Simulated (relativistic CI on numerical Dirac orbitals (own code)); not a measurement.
# A ladder of approximations for the levels of Zn+

Calculated with a relativistic CI code on KLI orbitals (one set per configuration, finite nucleus), adding one ingredient at a time: step 1, Dirac-Coulomb, each configuration alone; step 2, with Breit and QED terms; step 3, with configuration mixing; step 4, with scaled Slater integrals (0.85); step 5, with a P86 correlation estimate; step 6, tied to the ionisation limit. P86 is a density functional for the correlation energy, evaluated here for each configuration and added to its levels. Step 6 is semi-empirical: configurations made of the next ion and one excited electron move by 6433 cm⁻¹, so that their limit matches the tabulated ionisation energy, and those with a non-penetrating f or g electron also take the P86 value of the least penetrating other one.

Configuration list (outside the closed core [Ar]): 3d10 4s, 3d10 4p, 3d9 4s2, 3d10 5s, 3d10 4d, 3d10 5p, 3d10 4f, 3d9 4s 4p, 3d10 6s, 3d10 5d, 3d10 6p, 3d10 5f, 3d10 6d, 3d10 6f.

Computed minus measured energy above the ground level, in cm⁻¹, for 6 of the 11 excited levels that pair in every step (one J of a term; a digit in brackets numbers repeated terms):

| Configuration | Term | J | Measured | Step 1 | Step 2 | Step 3 | Step 4 | Step 5 | Step 6 |
| --- | --- | --- | --- | --- | --- | --- | --- | --- | --- |
| 3d10 4p | 2P° | 1/2 | 48481 | -3792 | -3858 | -4674 | -4455 | -3233 | 3136 |
| 3d9 4s2 | 2D | 5/2 | 62723 | -8214 | -7921 | -7888 | -7867 | -4557 | -4557 |
| 3d10 5s | 2S | 1/2 | 88437 | -7995 | -8092 | -7970 | -7970 | -5765 | 660 |
| 3d10 4d | 2D | 3/2 | 96910 | -9115 | -9237 | -9135 | -9143 | -6979 | -555 |
| 3d10 5p | 2P° | 1/2 | 101366 | -8348 | -8450 | -9118 | -8918 | -6151 | 1151 |
| 3d10 4f | 2F° | 7/2 | 117264 | -10187 | -10311 | -10244 | -10245 | -4884 | 171 |

Mean absolute errors in cm⁻¹, over all paired levels and for the configurations:

```csv
"Configuration, levels",Step 1,Step 2,Step 3,Step 4,Step 5,Step 6
"all, 11",7940,7990,8212,8136,5242,1781
"3d10 4p, 2",3863,3939,4757,4538,3315,3052
"3d9 4s2, 2",8131,7929,7897,7888,4578,4578
"3d10 5s, 1",7995,8092,7970,7970,5765,660
"3d10 4d, 2",9118,9241,9141,9149,6985,560
"3d10 5p, 2",8371,8477,9140,8946,6186,1101
"3d10 4f, 2",10187,10311,10243,10244,4883,175
```

Measured levels: NIST Handbook of Basic Atomic Spectroscopic Data (Sansonetti and Martin, J. Phys. Chem. Ref. Data 34, 1559 (2005)).

**Question.** What does each ingredient do to the ground and the excited configurations, and where is the model closest to experiment?

**Answer.** Mixing lowers the ground level by 72; relative to it the configurations that move most are 3d10 4p by -818, 3d10 5p by -663, 3d10 5s by +123. The P86 estimate moves 3d10 4f by +5361, 3d9 4s2 by +3310, 3d10 5p by +2760, and takes the mean absolute error of the excited configurations from 8136 to 5242. Step 6 takes that error from 5242 to 1781; the error more than halves for 3d10 5s, 3d10 4d, 3d10 5p; 3d10 4f gains from the shift and the changed P86 value together. The mean absolute error is lowest at step 6 (1781 cm⁻¹), and the largest single drop is from step 5 to 6 (5242 to 1781).
